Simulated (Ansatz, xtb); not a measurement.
## Relative energy of two isomers of C2H7FSn

Structure a is `FC[CH2][SnH3]`, a singlet and structure b is `C[CH2][SnH2][F]`, a singlet. Both are isolated molecules in the gas phase, relaxed with PBE0-D3(BJ)/def2-SVP; the shapes shown needn't be the lowest conformers.

a (Å):

```xyz
11

C     0.3712   -0.2716    1.3557
C    -1.0079    0.1899    1.7546
F     0.3691   -1.6306    1.1073
Sn   -2.5226   -0.6427    0.4421
H     0.7088    0.2396    0.4375
H     1.1171   -0.0812    2.1476
H    -1.0727    1.2881    1.7158
H    -1.2518   -0.1216    2.7820
H    -2.8955   -2.2521    0.8828
H    -3.9423    0.3160    0.5673
H    -1.9515   -0.5898   -1.1736
```

b (Å):

```yaml
atoms:
  - { symbol: C, position_ang: [-0.4226, -0.8700, 2.3262] }
  - { symbol: C, position_ang: [-1.1030, -1.1850, 1.0004] }
  - { symbol: F, position_ang: [-0.3486, 1.8397, 0.2347] }
  - { symbol: Sn, position_ang: [-1.8405, 0.5939, 0.0455] }
  - { symbol: H, position_ang: [0.0134, -1.7756, 2.7781] }
  - { symbol: H, position_ang: [-1.1302, -0.4482, 3.0576] }
  - { symbol: H, position_ang: [0.3868, -0.1359, 2.1954] }
  - { symbol: H, position_ang: [-0.4053, -1.6558, 0.2899] }
  - { symbol: H, position_ang: [-1.9486, -1.8805, 1.1261] }
  - { symbol: H, position_ang: [-3.1364, 1.3552, 0.8720] }
  - { symbol: H, position_ang: [-2.1054, 0.4760, -1.6442] }
```

Quicker runs give these differences E(b) − E(a): GFN2-xTB −0.818 eV; HF/STO-3G −0.032 eV (at GFN2-xTB geometries); r2SCAN-D4/def2-SVP −1.264 eV (at GFN2-xTB geometries).

**Question.** Estimate E(b) − E(a) at the level CCSD(T)/def2-SVP + ΔMP2/def2-TZVPP.

**Answer.** Calculated at CCSD(T)/def2-SVP + ΔMP2/def2-TZVPP: E(b) − E(a) = −1.324 eV, so structure b lies lower.

How the difference moves with the method:

| level | geometry | E(b) − E(a) (eV) | departure from the last row (eV) | job, with rough time for the two |
| --- | --- | --- | --- | --- |
| GFN2-xTB | GFN2-xTB | −0.818 | +0.506 | optimisation, 0.13 s |
| HF/STO-3G | GFN2-xTB | −0.032 | +1.292 | single point, 0.8 s |
| r2SCAN-D4/def2-SVP | GFN2-xTB | −1.264 | +0.061 | single point, 3.9 s |
| PBE0-D3(BJ)/def2-SVP | PBE0-D3(BJ)/def2-SVP | −1.138 | +0.187 | optimisation, 74 s |
| HF/def2-SVP | PBE0-D3(BJ)/def2-SVP | −1.192 | +0.132 | part of the CCSD(T) run |
| MP2/def2-SVP | PBE0-D3(BJ)/def2-SVP | −1.371 | −0.046 | part of the CCSD(T) run |
| CCSD(T)/def2-SVP | PBE0-D3(BJ)/def2-SVP | −1.249 | +0.075 | single point |
| CCSD(T)/def2-SVP + ΔMP2/def2-TZVPP | PBE0-D3(BJ)/def2-SVP | −1.324 |  | single point, 36 s |

As drawn, b has 1 F–Sn, 1 C–H in place of 1 C–F, 1 Sn–H.

None of the levels shown reverses the order. The largest departure from CCSD(T)/def2-SVP + ΔMP2/def2-TZVPP is that of HF/STO-3G, 1.292 eV. The last row adds to CCSD(T) the change of the MP2 difference between the two basis sets, here −0.075 eV.

With harmonic frequencies from PBE0-D3(BJ)/def2-SVP (ideal gas, rigid rotor, one conformer each, 298.15 K, 1 atm): on the last row, ΔE + ΔZPE = −1.265 eV. A mode under 50 cm⁻¹ makes harmonic enthalpies and free energies unreliable, so none is given.

The correlated steps freeze 7 core orbitals; the filled d shell of Sn is correlated, in a basis made for valence electrons. Atoms past krypton carry core potentials in the def2 sets, other sets are all-electron and non-relativistic, and no spin–orbit term is included. Programs: Ansatz 0.2.0, xtb 6.7.1; the last row on 2 threads of Arm Neoverse V1 on a shared host.
